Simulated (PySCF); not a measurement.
Be (SMILES [Be]), singlet; PySCF with WB97X/6-311G**.

The PySCF input:
```python
from pyscf import gto, scf, dft

mol = gto.M(
    atom='''
Be    0.00000000    0.00000000    0.00000000
''',
    basis='6-311g**',
    verbose=4,
)

mf = dft.RKS(mol)
mf.xc = 'wb97x'
mf.kernel()
```

What the program printed (banner, timings and long lists left out):

```
PySCF version 2.14.0

[INPUT] verbose = 4
[INPUT] num. atoms = 1
[INPUT] num. electrons = 4
[INPUT] charge = 0
[INPUT] spin (= nelec alpha-beta = 2S) = 0
[INPUT] symmetry False subgroup None
[INPUT] Mole.unit = angstrom
[INPUT] Symbol           X                Y                Z      unit          X                Y                Z       unit  Magmom
[INPUT]  1 Be     0.000000000000   0.000000000000   0.000000000000 AA    0.000000000000   0.000000000000   0.000000000000 Bohr   0.0

nuclear repulsion = 0
number of shells = 8
number of NR pGTOs = 31
number of NR cGTOs = 18
basis = 6-311g**
ecp = {}

******** <class 'pyscf.dft.rks.RKS'> ********
method = RKS
initial guess = minao
damping factor = 0
level_shift factor = 0
DIIS = <class 'pyscf.scf.diis.CDIIS'>
diis_start_cycle = 1
diis_space = 8
diis_damp = 0
SCF conv_tol = 1e-09
SCF conv_tol_grad = None
SCF max_cycles = 50
direct_scf = True
direct_scf_tol = 1e-13
XC library pyscf.dft.libxc version 7.1.2
    S. Lehtola, C. Steigemann, M. J. T. Oliveira, and M. A. L. Marques,  SoftwareX 7, 1–5 (2018)
XC functionals = wb97x
    J.-D. Chai and M. Head-Gordon,  J. Chem. Phys. 128, 084106 (2008)
radial grids:
    Treutler-Ahlrichs [JCP 102, 346 (1995); DOI:10.1063/1.469408] (M4) radial grids

becke partition: Becke, JCP 88, 2547 (1988); DOI:10.1063/1.454033
pruning grids: <function nwchem_prune>
grids dens level: 3
symmetrized grids: False
atomic radii adjust function: <function treutler_atomic_radii_adjust>
small_rho_cutoff = 0
Set gradient conv threshold to 3.16228e-05
Initial guess from minao.
tot grids = 13728
init E= -14.6597946975055
  HOMO = -0.309778684688517  LUMO = 0.0364769009125888  gap/eV = 9.42209
cycle= 1 E= -14.6612643974672  delta_E= -0.00147  |g|= 0.0092  |ddm|= 0.18
  HOMO = -0.315014282184778  LUMO = 0.0305825334106752  gap/eV = 9.40417
cycle= 2 E= -14.6613510244912  delta_E= -8.66e-05  |g|= 0.00249  |ddm|= 0.0458
  HOMO = -0.31688064483398  LUMO = 0.0284435857026155  gap/eV = 9.39675
cycle= 3 E= -14.6613577136644  delta_E= -6.69e-06  |g|= 9.09e-05  |ddm|= 0.0161
  HOMO = -0.316911980771866  LUMO = 0.0284008413000562  gap/eV = 9.39644
cycle= 4 E= -14.6613577181212  delta_E= -4.46e-09  |g|= 8.34e-06  |ddm|= 0.000353
  HOMO = -0.316917055913292  LUMO = 0.0283953022772264  gap/eV = 9.39643
cycle= 5 E= -14.6613577181649  delta_E= -4.37e-11  |g|= 7.84e-08  |ddm|= 4.04e-05
  HOMO = -0.316917104761332  LUMO = 0.0283952669856653  gap/eV = 9.39643
Extra cycle  E= -14.6613577181649  delta_E= -1.07e-14  |g|= 1.65e-08  |ddm|= 3.08e-07
converged SCF energy = -14.6613577181649
```
